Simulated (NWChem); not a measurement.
System: C$_{2}$H$_{5}$FOSi; SMILES C=C(F)[SiH2]O

NWChem input:

```
start job
memory heap 200 mb stack 900 mb global 1100 mb
geometry units angstroms noautoz
  C      0.746009     1.966151     0.350898
  C      0.074087     0.954686    -0.197585
  F     -1.091766     1.220597    -0.868758
  Si     0.535075    -0.869522    -0.199809
  O     -0.533318    -1.803972     0.670779
  H      0.398786     2.992974     0.272120
  H      1.665078     1.777305     0.894615
  H      1.846791    -1.008550     0.471487
  H      0.599380    -1.306523    -1.621856
  H     -1.437489    -1.859751     0.331377
end
basis spherical
  * library def2-svp
end
dft
  xc hcth407
  iterations 150
  mulliken
end
task dft energy
```

Coordinates come from a B3LYP/6-31G* (spherical d) optimisation.

### Question
What results follow from this input? (HCTH/407/def2-SVP.) Quantities: energy (Ha); highest occupied level (eV); orbital gap (eV); dipole (D).

### Answer
The energy (Ha) comes out as -543.48 and the highest occupied level (eV) is -6.63. The orbital gap (eV) is 5.14 and the dipole (D) comes out as 0.19.
